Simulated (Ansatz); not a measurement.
One change: `O[SiH](F)N[SiH3]` becomes `O[SiH2]N[SiH3]`.

Ansatz, PBE0-D4/def2-TZVP geometries, multiplicity 1. Each molecule was computed in one conformer, which needn't be the lowest.

| property | `O[SiH](F)N[SiH3]` |
| --- | --- |
| HOMO energy (ωB97M-V/def2-TZVPP) / eV | -10.25 |
| HOMO–LUMO gap (ωB97M-V/def2-TZVPP) / eV | 11.96 |
| LUMO energy (B3LYP/def2-TZVPP) / eV | -0.08 |
| HOMO–LUMO gap (B3LYP/def2-TZVPP) / eV | 7.63 |
| HOMO energy (PBE0/def2-TZVPP) / eV | -7.94 |
| HOMO energy (B3LYP/def2-TZVPP) / eV | -7.71 |

Problem. What does the change do to each property? (Best estimate.)

Solution. Computed: 
```csv
property,`O[SiH2]N[SiH3]`,shift
HOMO energy (ωB97M-V/def2-TZVPP) / eV,-10.08,0.17
HOMO–LUMO gap (ωB97M-V/def2-TZVPP) / eV,11.77,-0.19
LUMO energy (B3LYP/def2-TZVPP) / eV,-0.11,-0.03
HOMO–LUMO gap (B3LYP/def2-TZVPP) / eV,7.42,-0.21
HOMO energy (PBE0/def2-TZVPP) / eV,-7.77,0.17
HOMO energy (B3LYP/def2-TZVPP) / eV,-7.53,0.18
```

With PBE0 the HOMO rises by 0.17 eV and the LUMO falls by 0.06 eV, so the gap narrows by about 0.23 eV. PBE moves the HOMO by 0.16 eV and ωB97M-V by 0.17 eV.

B3LYP here is the variant with VWN-RPA as its local correlation; programs differ in this.
